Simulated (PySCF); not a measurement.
PySCF input for B(F)(OH)(OSiH3) (BFH4O2Si), SMILES OB(F)O[SiH3], TDA-ωB97X/def2-SVPD. Geometry: B3LYP-D3(BJ)/def2-SVP. The structure was generated by enumeration, and PubChem lists no compound with its InChIKey, so it may never have been made. Other conformers were not sampled.

```python
import numpy as np
from pyscf import gto, scf, dft, tdscf

mol = gto.M(
    atom='''
    B    -0.04822972   -0.96302548   -0.00000000
    F    -0.81782175   -2.05739972    0.00000000
    O     1.30586795   -1.08450917   -0.00000000
    H     1.60805200   -2.00108683    0.00000000
    O    -0.63824072    0.25180646    0.00000000
    Si    0.00866554    1.80195205   -0.00000000
    H     0.83673982    2.01344400   -1.21887094
    H     0.83673982    2.01344400    1.21887095
    H    -1.14232256    2.74021679    0.00000000
    ''',
    basis='def2-SVPD',
    charge=0,
    spin=0,
    symmetry=True,
    max_memory=1600,
    verbose=4,
)
mf = dft.RKS(mol, xc='wb97x').density_fit(auxbasis='def2-universal-jkfit')
mf.grids.level = 3
mf.conv_tol = 1e-9
mf.max_cycle = 100
mf.kernel()
mf.grids = dft.Grids(mol).set(level=1).build(with_non0tab=True)  # coarser grid for the response kernel
td = tdscf.TDA(mf)
td.singlet = True
td.nstates = 10
td.conv_tol = 1e-4
td.positive_eig_threshold = 1e-6
td.kernel(x0=td.get_init_guess(mf, 15))
td.analyze()
tt = tdscf.TDA(mf)
tt.singlet = False
tt.nstates = 4
tt.conv_tol = 1e-4
tt.positive_eig_threshold = 1e-6
tt.kernel(x0=tt.get_init_guess(mf, 9))
tt.analyze(verbose=3)
```

Program output:

```
PySCF version 2.14.0

[INPUT] verbose = 4
[INPUT] num. atoms = 9
[INPUT] num. electrons = 48
[INPUT] charge = 0
[INPUT] spin (= nelec alpha-beta = 2S) = 0
[INPUT] symmetry True subgroup None
[INPUT] Mole.unit = angstrom
[INPUT] Symbol           X                Y                Z      unit          X                Y                Z       unit  Magmom
[INPUT]  1 B     -0.048229720000  -0.963025480000   0.000000000000 AA   -0.091140961864  -1.819854408178   0.000000000000 Bohr   0.0
[INPUT]  2 F     -0.817821750000  -2.057399720000   0.000000000000 AA   -1.545459126213  -3.887921999557   0.000000000000 Bohr   0.0
[INPUT]  3 O      1.305867950000  -1.084509170000   0.000000000000 AA    2.467732780347  -2.049425310879   0.000000000000 Bohr   0.0
[INPUT]  4 H      1.608052000000  -2.001086830000   0.000000000000 AA    3.038777874059  -3.781506060174   0.000000000000 Bohr   0.0
[INPUT]  5 O     -0.638240720000   0.251806460000   0.000000000000 AA   -1.206100162345   0.475845245796   0.000000000000 Bohr   0.0
[INPUT]  6 Si     0.008665540000   1.801952050000   0.000000000000 AA    0.016375497321   3.405195864099   0.000000000000 Bohr   0.0
[INPUT]  7 H      0.836739820000   2.013444000000  -1.218870940000 AA    1.581209097318   3.804857727149  -2.303332257791 Bohr   0.0
[INPUT]  8 H      0.836739820000   2.013444000000   1.218870950000 AA    1.581209097318   3.804857727149   2.303332276688 Bohr   0.0
[INPUT]  9 H     -1.142322560000   2.740216790000   0.000000000000 AA   -2.158676784312   5.178259255035   0.000000000000 Bohr   0.0

nuclear repulsion = 220.950976439709
point group symmetry = Cs
symmetry origin: [5.11800830e-09 3.93692930e-09 3.93692939e-10]
symmetry axis x: [ 1.00000000e+00 -7.42362489e-11  3.31342489e-10]
symmetry axis y: [-7.42362488e-11 -1.00000000e+00 -1.75451488e-10]
symmetry axis z: [ 3.31342489e-10  1.75451620e-10 -1.00000000e+00]
num. orbitals of irrep A' = 99
num. orbitals of irrep A" = 46
number of shells = 61
number of NR pGTOs = 211
number of NR cGTOs = 145
basis = def2-SVPD
ecp = {}


[settings echo left out]
init E= -567.237637858275
HOMO (A") = -0.386723647942158  LUMO (A') = -0.0106001404639042  gap/eV = 10.23484
cycle= 1 E= -566.739294173687  delta_E= 0.498  |g|= 0.882  |ddm|= 3.73
HOMO (A") = -0.345297286534782  LUMO (A') = 0.0574877403816281  gap/eV = 10.96034
cycle= 2 E= -566.76280131106  delta_E= -0.0235  |g|= 0.872  |ddm|= 1.89
HOMO (A") = -0.44002865361273  LUMO (A') = 0.0521840436928684  gap/eV = 13.39379
cycle= 3 E= -566.890440252576  delta_E= -0.128  |g|= 0.0571  |ddm|= 0.788
HOMO (A") = -0.428991560273629  LUMO (A') = 0.0564253589107819  gap/eV = 13.20887
cycle= 4 E= -566.891074770085  delta_E= -0.000635  |g|= 0.033  |ddm|= 0.128
HOMO (A") = -0.431265567772  LUMO (A') = 0.0564765280911805  gap/eV = 13.27214
cycle= 5 E= -566.891269595848  delta_E= -0.000195  |g|= 0.0102  |ddm|= 0.0416
HOMO (A") = -0.43131737743115  LUMO (A') = 0.0562658572168777  gap/eV = 13.26782
cycle= 6 E= -566.891289613653  delta_E= -2e-05  |g|= 0.000866  |ddm|= 0.0161
HOMO (A") = -0.4312854743715  LUMO (A') = 0.0562722053231806  gap/eV = 13.26712
cycle= 7 E= -566.891289988947  delta_E= -3.75e-07  |g|= 0.000406  |ddm|= 0.00375
HOMO (A") = -0.431297897906126  LUMO (A') = 0.0562663864935091  gap/eV = 13.26730
cycle= 8 E= -566.891290027767  delta_E= -3.88e-08  |g|= 0.000182  |ddm|= 0.000862
HOMO (A") = -0.431299318791273  LUMO (A') = 0.0562676713287384  gap/eV = 13.26737
cycle= 9 E= -566.891290035395  delta_E= -7.63e-09  |g|= 3.97e-05  |ddm|= 0.00026
HOMO (A") = -0.43129783783304  LUMO (A') = 0.0562682828082197  gap/eV = 13.26735
cycle= 10 E= -566.891290035991  delta_E= -5.96e-10  |g|= 6.47e-06  |ddm|= 0.000107
HOMO (A") = -0.431297971785351  LUMO (A') = 0.0562681739293502  gap/eV = 13.26735
Extra cycle  E= -566.891290036014  delta_E= -2.26e-11  |g|= 3.29e-06  |ddm|= 1.93e-05
converged SCF energy = -566.891290036014
tot grids = 37144
Overwritten attributes  positive_eig_threshold  of <class 'pyscf.tdscf.rks.TDA'>


******** <class 'pyscf.tdscf.rks.TDA'> for <class 'pyscf.df.df_jk.DFSymAdaptedRKS'> ********
nstates = 10 singlet
deg_eia_thresh = 1.000e-03
wfnsym = None
conv_tol = 0.0001
eigh lindep = 1e-12
eigh level_shift = 0
eigh max_cycle = 100


Excitation energies (eV)
[ 8.11348374  8.27355206  9.12036693  9.32443159  9.47210236  9.4861132
  9.8091984   9.85007717  9.94044972 10.12081873]

** Singlet excitation energies and oscillator strengths **
Excited State   1:   A"      8.11348 eV    152.81 nm  f=0.0032
      24 -> 25       -0.54033
      24 -> 26        0.33289
      24 -> 27        0.22853
      24 -> 29        0.11524
Excited State   2:   A'      8.27355 eV    149.86 nm  f=0.0092
      23 -> 25        0.50962
      23 -> 26       -0.36548
      23 -> 27       -0.26611
      23 -> 29       -0.10187
Excited State   3:   A"      9.12037 eV    135.94 nm  f=0.0413
      22 -> 25       -0.51178
      22 -> 27       -0.13023
      24 -> 25        0.22917
      24 -> 26        0.31816
Excited State   4:   A"      9.32443 eV    132.97 nm  f=0.0165
      23 -> 28       -0.43328
      24 -> 26       -0.18817
      24 -> 27        0.28173
      24 -> 29       -0.31243
      24 -> 30        0.22678
Excited State   5:   A"      9.47210 eV    130.89 nm  f=0.0944
      22 -> 25        0.27730
      22 -> 26        0.13859
      23 -> 28       -0.25056
      24 -> 25        0.15003
      24 -> 26        0.41139
      24 -> 27       -0.24796
      24 -> 29       -0.15260
      24 -> 30        0.10186
Excited State   6:   A'      9.48611 eV    130.70 nm  f=0.0943
      23 -> 25       -0.24137
      23 -> 26       -0.53986
      23 -> 27        0.29399
Excited State   7:   A'      9.80920 eV    126.40 nm  f=0.0708
      24 -> 28       -0.65101
Excited State   8:   A'      9.85008 eV    125.87 nm  f=0.0139
      20 -> 26        0.11200
      20 -> 27        0.17705
      21 -> 25        0.59546
      23 -> 27       -0.16721
Excited State   9:   A"      9.94045 eV    124.73 nm  f=0.0073
      19 -> 25        0.19130
      22 -> 27        0.14708
      23 -> 28       -0.37428
      23 -> 33        0.10345
      24 -> 26       -0.13713
      24 -> 29        0.40727
      24 -> 30       -0.14466
Excited State  10:   A'     10.12082 eV    122.50 nm  f=0.1387
      20 -> 25       -0.43795
      21 -> 25       -0.10544
      21 -> 26       -0.12133
      21 -> 27       -0.19274
      23 -> 25       -0.14902
      23 -> 27       -0.26217
      23 -> 29        0.18445
      23 -> 30       -0.22008
      24 -> 31       -0.10316

** Transition electric dipole moments (AU) **
state          X           Y           Z        Dip. S.      Osc.
  1        -0.0000     -0.0000     -0.1269      0.0161      0.0032
  2         0.0177     -0.2120     -0.0000      0.0453      0.0092
  3        -0.0000      0.0000      0.4299      0.1848      0.0413
  4        -0.0000     -0.0000     -0.2688      0.0722      0.0165
  5        -0.0000      0.0000      0.6379      0.4069      0.0944
  6        -0.6181      0.1540     -0.0000      0.4057      0.0943
  7         0.1170      0.5302     -0.0000      0.2948      0.0708
  8         0.2385      0.0292      0.0000      0.0577      0.0139
  9        -0.0000     -0.0000      0.1726      0.0298      0.0073
 10         0.3058      0.6825      0.0000      0.5593      0.1387

** Transition velocity dipole moments (imaginary part, AU) **
state          X           Y           Z        Dip. S.      Osc.
  1        -0.0000     -0.0000     -0.0123      0.0002      0.0003
  2        -0.0239     -0.0508     -0.0000      0.0031      0.0069
  3        -0.0000     -0.0000      0.1535      0.0236      0.0469
  4         0.0000      0.0000     -0.0911      0.0083      0.0161
  5        -0.0000     -0.0000      0.2114      0.0447      0.0856
  6        -0.2109      0.0572      0.0000      0.0477      0.0913
  7         0.0224      0.1566     -0.0000      0.0250      0.0463
  8         0.0617      0.0132     -0.0000      0.0040      0.0073
  9        -0.0000      0.0000      0.0317      0.0010      0.0018
 10         0.1410      0.2149     -0.0000      0.0661      0.1184

** Transition magnetic dipole moments (imaginary part, AU) **
state          X           Y           Z
  1         1.2659     -0.6654      0.0000
  2         0.0000     -0.0000      1.3787
  3         0.5371      0.4017     -0.0000
  4        -0.0561     -1.3437     -0.0000
  5        -1.4296     -0.7279     -0.0000
  6        -0.0000     -0.0000     -0.7798
  7         0.0000     -0.0000      1.1162
  8        -0.0000      0.0000      1.6348
  9        -0.3180      0.4720     -0.0000
 10        -0.0000      0.0000     -0.2688


******** <class 'pyscf.tdscf.rks.TDA'> for <class 'pyscf.df.df_jk.DFSymAdaptedRKS'> ********
nstates = 4 triplet
deg_eia_thresh = 1.000e-03
wfnsym = None
conv_tol = 0.0001
eigh lindep = 1e-12
eigh level_shift = 0
eigh max_cycle = 100


Excitation energies (eV)
[7.76531658 7.8837826  8.86459898 8.9684932 ]

** Triplet excitation energies and oscillator strengths **
Excited State   1:   A"      7.76532 eV    159.66 nm  f=0.0000
Excited State   2:   A'      7.88378 eV    157.26 nm  f=0.0000
Excited State   3:   A"      8.86460 eV    139.86 nm  f=0.0000
Excited State   4:   A"      8.96849 eV    138.24 nm  f=0.0000
```

The calculation finished and met its thresholds.

Cost: very roughly 4 core-minutes.
